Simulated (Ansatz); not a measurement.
```yaml
crystal:
  periodic: [false, false, false]
  atoms:
    - {symbol: Ta, position_ang: [0.000117, -0.000193, 0.059930]}
    - {symbol: O, position_ang: [0.003062, -0.006742, 1.807435]}
    - {symbol: F, position_ang: [1.873858, 0.013370, -0.470018]}
    - {symbol: F, position_ang: [-0.012619, 1.876395, -0.459871]}
    - {symbol: F, position_ang: [-1.875425, -0.009946, -0.463699]}
    - {symbol: F, position_ang: [0.011007, -1.872885, -0.473786]}
basis:
  gaussian: {orbitals: def2-mTZVP}
total_charge: -1
hamiltonian: {xc: {name: HF}}
correlation: {active_space: {window: {electrons: 2, orbitals: 1}}}
scf: {omitted_lower_state_checks: [starts]}
output: {forces: true}
```

```sh
$ ansatz run in.yaml --threads 4 --pin off --events-out ev --progress --plain --max-ram 3916MiB
```

Output, abridged:

```
Functional definition: HF
1229 factors; integrals over basis functions are off by at most 4.3e-4 eV
mean field evaluation 1: about -14403.0938 eV, gradient 6.3e1 eV
mean field evaluation 2: about -14403.1575 eV, gradient 6.3e1 eV
mean field evaluation 4: about -14410.5652 eV, gradient 8.9e0 eV
mean field evaluation 8: about -14410.7045 eV, gradient 4.1e-1 eV
mean field -14410.70515513 eV, -529.5836465243 hartree, gradient 1.5e-6 eV, S^2 0.000000; 0 other end points of the search recorded, 0 dependent functions left out
reference -14410.70515513 eV, -529.5836465243 hartree; 29, 29 occupied and 107, 107 virtual orbitals, 1229 factors
state -14410.70515513 eV, -529.5836465243 hartree
Total energy: -14410.70515513 eV, -529.5836465243 hartree
Atom 0 at     0.000117    -0.000193     0.059930 Å, force     0.003157    -0.008587     2.095189 eV/Å
Atom 1 at     0.003062    -0.006742     1.807435 Å, force    -0.003534     0.008485    -2.184636 eV/Å
Atom 2 at     1.873858     0.013370    -0.470018 Å, force    -0.466848    -0.002303     0.023201 eV/Å
Atom 3 at    -0.012619     1.876395    -0.459871 Å, force     0.003583    -0.466947     0.020694 eV/Å
Atom 4 at    -1.875425    -0.009946    -0.463699 Å, force     0.466978     0.002470     0.021548 eV/Å
Atom 5 at     0.011007    -1.872885    -0.473786 Å, force    -0.003336     0.466882     0.024004 eV/Å
Dipole moment:    -0.000457     0.001205    -0.297954 e Å
Checks for a lower state left out: starts
```

Run time 1.9 s (4 threads of Arm Neoverse V2 on a shared host).

In the def2 sets Ta takes a core potential; there is no spin–orbit coupling. The highest occupied level of an anion often lies above zero with these methods, and sets without diffuse functions describe the outer electron poorly.

The dipole of an ion depends on the origin.
